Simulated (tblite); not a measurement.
Question: Give a GFN2-xTB geometry of `C=C[Si@@H](O)S`.

Answer: 
```
atom  x, y, z in Å
C1    -1.691   -1.059    0.007
C2    -0.900   -0.136    0.531
Si3    0.577    0.624   -0.341
O4     0.714    2.132    0.229
S5     2.403   -0.418    0.194
H6    -1.541   -1.438   -0.992
H7    -2.527   -1.478    0.545
H8    -1.101    0.208    1.539
H9     0.499    0.600   -1.796
H10    1.553    2.582    0.278
H11    2.021   -1.613   -0.220
```

Orientation and origin are arbitrary. Atoms count from 1 in this order. O4 (silanol oxygen) is bent (angle 122.2°). S5 (sulfur bonded to Si and H) is bent (angle 96.5°). Si3 (oxygen-bound silicon) is distorted tetrahedral (angles from 106.3° to 114.6°).

Bonds between heavy atoms (Å): C1=C2 1.323, C2–Si3 1.876, Si3–O4 1.618, Si3–S5 2.169.

The geometry is computed with GFN2-xTB (gas phase).

Point group: C1 (no symmetry element, even within 0.4 Å). Its GFN2-xTB frequencies are all real (lowest 33 cm⁻¹). One conformer, not necessarily the lowest (C1–C2–Si3–O4 150°, C2–Si3–O4–H 151°, C2–Si3–S5–H 58°).
